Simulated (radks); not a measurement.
Numerical settings for neutral vanadium, [Ar] 3d3 4s2. Calculated with a radial shooting solver on a logarithmic mesh with Libxc functionals: Dirac Kohn-Sham, PBE, spin-unpolarised, spherical densities, point nucleus; open shells are shared between the two j in proportion to 2j + 1. The defaults (mesh step 0.008 in ln r, mesh end at 40 bohr or more with all orbitals vanishing there, Anderson mixing 0.5 over 9 steps, residual threshold near 1e-9 with the energy settled to 1e-9 hartree or 1e-11 of itself, here a cap of 58 iterations) give E = -949.0167 hartree and 4s1/2 at -4.702 eV in 14 iterations. Times are rough (one thread of a shared host). Changes against that run (0 stands for a change within the tolerance of the run):

setting                    iterations         converged  E (mhartree)  e(4s1/2) (meV)  CPU (s)
mesh step in ln r 0.02             14               yes             0               0     0.06
mesh step in ln r 0.2               2                no      diverged               -     0.01
mesh step in ln r 0.08             14               yes        +0.193               0     0.03
mesh end (bohr) 2                  13  level above zero     +1.03e+04       +1.19e+05     0.09
mesh end (bohr) 12                 14               yes       +0.0684           +6.19     0.12
residual threshold 0.01             7               yes      +0.00122           -1.31     0.08
residual threshold 1e-05           10               yes             0         -0.0464     0.11
mixing 2.5                         21               yes             0               0     0.19
linear mixing, mixing 0.5          30               yes             0               0     0.21
linear mixing, mixing 1            58                no     +6.74e+03       -6.23e+04      1.1
mixing history 2                   22               yes             0               0     0.17
iteration cap 2                     2                no         +74.4        -3.4e+03     0.03

Settled on a wrong energy, with an occupied level pushed above zero by the early mesh end: mesh end (bohr) 2 (+10.3 hartree). Apart from these: no run marked as converged misses the energy by more than 1 mhartree. A mesh that ends early acts as a hard wall.
